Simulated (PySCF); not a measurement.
Compound: C3H9As.
Geometry (PBE0-D3(BJ)/def2-SVP, Å), atoms numbered from 1 in this order:
```
atom  x, y, z in Å
C1    -2.0865   -0.1537   -0.1228
C2    -0.6688    0.3916   -0.0846
As3    0.5315   -0.5170   -1.3700
C4     2.2321    0.2009   -0.6850
H5    -2.5243   -0.0763   -1.1306
H6    -2.1188   -1.2158    0.1688
H7    -2.7462    0.3963    0.5672
H8    -0.2377    0.3153    0.9261
H9    -0.6553    1.4591   -0.3602
H10    0.5983   -1.8276   -0.5835
H11    2.3250    1.2489   -1.0058
H12    2.2911    0.1546    0.4115
H13    3.0704   -0.3642   -1.1177
```

Theory: PBE0-D3(BJ)/def2-SVP geometry optimisation, gas phase in PySCF.

Masses are those of the commonest isotopes; rigid-rotor values at the optimised geometry. The values belong to one conformer with, in the numbering `[CH3:1][CH2:2][AsH:3][CH3:4]`, C1–C2–As3–C4 -168°.

(1) What are A, B and C (MHz)?

(2) Classify the top.

(3) What does the inertial defect say?

(4) Give the other two planar moments, Paa and Pbb, and the rms extents of the mass along the axes.

(5) Predict some low-J microwave lines.

(6) Estimate the classical rotational partition function at 25 K, 100 K and 500 K.

Results:

(1) Ia = 50.58, Ib = 188.84, Ic = 224.49 u·Å²; 505379 MHz·u·Å²/I gives A = 9992, B = 2676, C = 2251 MHz.

(2) An asymmetric top; Ray's κ = -0.890.

(3) Not planar: Δ = Ic − Ia − Ib = -14.93 u·Å². For a rigid frame Δ = −2 Σ m c², so Σ m c² = 7.47 u·Å² lies off the ab plane: 7.08 from hydrogen and 0.39 from heavier atoms. The atom farthest from that plane is 1.48 Å away.

(4) Paa = Σ m a² = (Ib + Ic − Ia)/2 = 181.38 and Pbb = Σ m b² = (Ia + Ic − Ib)/2 = 43.11 u·Å². With the mass M = 119.99 u, the rms extents √(P/M) along a, b and c are 1.23, 0.60, 0.25 Å.

(5) The dipole components are |μa| = 0.17 D, |μb| = 1.09 D, |μc| = 0.23 D. Intensities carry the squares of the components, which stand as 0.03 : 1.00 : 0.04 (a : b : c). Some lines, for components of 0.1 D or more:

```tsv
type	branch	J(Ka,Kc)	MHz	lower level (cm⁻¹)
a	Q	2(1,1) ← 2(1,2)	1275	0.723
c	Q	3(1,3) ← 3(0,3)	6333	0.983
b	Q	1(1,0) ← 1(0,1)	7741	0.164
b	Q	2(1,1) ← 2(0,2)	8184	0.492
a	R	2(1,2) ← 1(1,1)	9430	0.408
a	R	3(1,3) ← 2(1,2)	14134	0.723
c	R	2(1,1) ← 1(0,1)	18021	0.164
c	Q	2(2,1) ← 2(1,1)	21949	0.765
b	Q	2(2,1) ← 2(1,2)	23224	0.723
c	Q	3(3,1) ← 3(2,1)	37565	1.994
c	R	3(2,2) ← 2(1,2)	38006	0.723
```

(6) Point group C1, symmetry number σ = 1; q = (√π/σ)·√((kT/h)³/(ABC)), k/h = 20836.6 MHz/K: 2720 at 25 K, 21700 at 100 K, 243000 at 500 K.

Stationary, but not proved a minimum. These are rigid-rotor constants of the computed structure; measured ground-state constants (B0) also hold zero-point vibration. A rigid rotor knows nothing of internal rotation, which can split or shift real lines. Quadrupole hyperfine structure (75As) is left out.
